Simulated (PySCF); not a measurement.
Species: C5H7ClO2.
Geometry (PBE0-D3(BJ)/def2-SVP, Å), atoms numbered from 1 in this order:
```xyz
15
C5H7ClO2 angstrom
C     -1.871   -0.976    0.426
C     -0.440   -0.656    0.143
C      0.100    0.566   -0.069
O      1.394    0.821   -0.325
C      2.287   -0.252   -0.390
C     -0.749    1.785   -0.028
O     -1.917    1.804    0.199
Cl     0.132    3.291   -0.354
H     -2.214   -0.520    1.369
H     -2.543   -0.582   -0.352
H     -2.012   -2.062    0.496
H      0.248   -1.505    0.105
H      3.273    0.173   -0.612
H      2.011   -0.964   -1.189
H      2.335   -0.800    0.569
```

Theory: TDDFT B3LYP/def2-SVPD, vertical, gas phase, core orbitals frozen in the response (PySCF).

Ground-to-excited transition dipoles (e·a0, same axes as the geometry; the sign carries no meaning), for the states with f of 0.002 or more among the lowest 10:

```
state  E (eV)      μx      μy      μz
   S1   4.454   0.086   0.303  -0.061
   S2   4.484  -0.311  -1.058   0.153
   S4   5.956   0.203   0.426  -0.083
   S5   6.198   0.058   0.031   0.291
   S8   6.929   0.015   0.013   0.155
   S9   7.029  -0.347   0.828  -0.022
  S10   7.079   0.018   0.037   0.102
```

**Question.** What oscillator strength does each state have?

**Answer.** f = (2/3) ΔE |μ|² with ΔE in hartree (27.2114 eV).

```csv
state,|μ|² (au),|μ| (D),f
S1,0.103,0.82,0.011
S2,1.239,2.83,0.136
S4,0.229,1.22,0.033
S5,0.089,0.76,0.014
S8,0.025,0.40,0.004
S9,0.806,2.28,0.139
S10,0.012,0.28,0.002
```

**Question.** Which bond between heavy atoms lies closest to the direction of the S9 transition dipole?

**Answer.** C3–C6, at 12° from it; next O4–C5 at 18°.

**Question.** What angle do the transition dipoles of S4 and S9 make?

**Answer.** |cos θ| = |μa·μb| / (|μa| |μb|) = 0.66, so θ ≈ 49° (taken between 0 and 90°, since the signs are arbitrary).

**Question.** How is the summed strength of these states shared among x, y and z?

**Answer.** (2/3) Σ ΔE μα² gives 0.039 for x, 0.278 for y and 0.023 for z, 0.339 in all.

The vertical ionisation energy (ΔSCF) is 9.07 eV, 1.99 eV above S10.

One conformer stands for the species.
